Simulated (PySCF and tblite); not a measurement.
The numbers below are computed, except where a source is named.
2‐ethylphenol, C8H10O, numbered as in [CH3:1][CH2:2][c:3]1[cH:4][cH:5][cH:6][cH:7][c:8]1[OH:9].

Level: B3LYP-D3(BJ)/def2-SVP (IEF-PCM, dichloromethane)//GFN2-xTB, thermal terms from GFN2-xTB, symmetry numbers and mirror pairs counted. Conformers within 3 kcal/mol (GFN2-xTB free energy) were kept, 8 at most. Programs: PySCF with density fitting and tblite.

An NOE distance is ⟨r⁻⁶⟩^(−1/6) over all pairs of like atoms and, for the average, over conformers.

Torsions listed: C1–C2–C3–C4, C3–C8–O9–H9. Of a mirror pair one member is shown.

```json
{"conformer": "1", "shape": "-94°, 179°", "weight %": "60.9"}
{"conformer": "2", "shape": "98°, 0°", "weight %": "21.6"}
{"conformer": "3", "shape": "0°, 180°", "weight %": "13.2"}
{"conformer": "4", "shape": "0°, 0°", "weight %": "4.3"}
```

Which H–H contacts under 3.5 Å would NOEs report (pairs on one atom left out) at 298.15 K?


| pair | in 1 (Å) | in 2 (Å) | in 3 (Å) | in 4 (Å) | average (Å) |
| --- | --- | --- | --- | --- | --- |
| H7 ··· H9 | 2.24 | 3.48 | 2.25 | 3.48 | 2.35 |
| H4 ··· H5 | 2.46 | 2.46 | 2.45 | 2.44 | 2.46 |
| H5 ··· H6 | 2.47 | 2.48 | 2.47 | 2.47 | 2.47 |
| H6 ··· H7 | 2.46 | 2.48 | 2.47 | 2.48 | 2.47 |
| H1 ··· H2 | 2.60 | 2.61 | 2.60 | 2.58 | 2.60 |
| H2 ··· H9 | 3.74 | 2.23 | 3.55 | 2.16 | 2.72 |
| H2 ··· H4 | 2.68 | 2.60 | 3.54 | 3.52 | 2.73 |
| H1 ··· H4 | 3.55 | 3.62 | 2.52 | 2.48 | 3.11 |
| H1 ··· H9 | 4.16 | 2.75 | 5.68 | 4.35 | 3.42 |

Longer pairs under the limit may be missing.

Which contact betrays a minor conformer?

H2 ··· H9: 3.74 Å in the leading conformer but 2.72 Å on average, because conformer 2 (21.6 %) brings it to 2.23 Å and r⁻⁶ weighs short distances heavily.

In a model where alignment follows shape alone (order matrix 0.0005 × (3G/tr G − 1)/2, G the second moments of the atom positions; splitting J + 2D), what are the one-bond C–H dipolar couplings D?

H1 -0.4 Hz (-0.7 in conformer 1), H2 1.8 Hz (1.4 in conformer 1), H4 -1.0 Hz (-0.8 in conformer 1), H5 -0.8 Hz (-0.9 in conformer 1), H6 -5.1 Hz (-4.9 in conformer 1), H7 -1.0 Hz (-0.8 in conformer 1).
